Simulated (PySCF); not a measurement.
**Dipole response of P²⁺ (phosphorus, charge +2)**

[Ne] 3s2 3p1, 2P determinant. Calculation: PySCF 2.14, in aug-cc-pVQZ-DK; the spin-free X2C one-electron Hamiltonian (Gaussian nucleus). Coupled (time-dependent) response in atomic units; α is the mean over directions.

```
method  mean α (bohr³)         α xx, yy, zz  C₆ (like pair)  S(−4)
   UHF           9.495  9.723, 9.040, 9.723           34.74  39.34
   PBE           9.116  9.271, 8.804, 9.271           32.71  35.31
  PBE0           9.188  9.375, 8.814, 9.375           33.11  35.95
 wB97X           9.060  9.271, 8.640, 9.271           32.46  34.73
   M06           8.998  9.049, 8.896, 9.049           31.57  35.41
```

S(−4) is the Cauchy moment in α(ω) = α(0) + S(−4) ω² + …

α(iu) at PBE:

```json
{"u (hartree)": "0", "α(iu) (bohr³)": "9.116"}
{"u (hartree)": "0.0500", "α(iu) (bohr³)": "9.028"}
{"u (hartree)": "0.100", "α(iu) (bohr³)": "8.777"}
{"u (hartree)": "0.200", "α(iu) (bohr³)": "7.905"}
{"u (hartree)": "0.300", "α(iu) (bohr³)": "6.796"}
{"u (hartree)": "0.500", "α(iu) (bohr³)": "4.728"}
{"u (hartree)": "0.750", "α(iu) (bohr³)": "3.005"}
{"u (hartree)": "1.00", "α(iu) (bohr³)": "2.018"}
{"u (hartree)": "1.50", "α(iu) (bohr³)": "1.077"}
{"u (hartree)": "2.00", "α(iu) (bohr³)": "0.6756"}
{"u (hartree)": "3.00", "α(iu) (bohr³)": "0.3518"}
{"u (hartree)": "5.00", "α(iu) (bohr³)": "0.1589"}
```

For an ion, C₆ is the dispersion term alone; charge-induced terms of lower order in 1/R come first.

The components differ because the open shell of this determinant is not spherical; for a pure term their mean is the scalar polarisability.
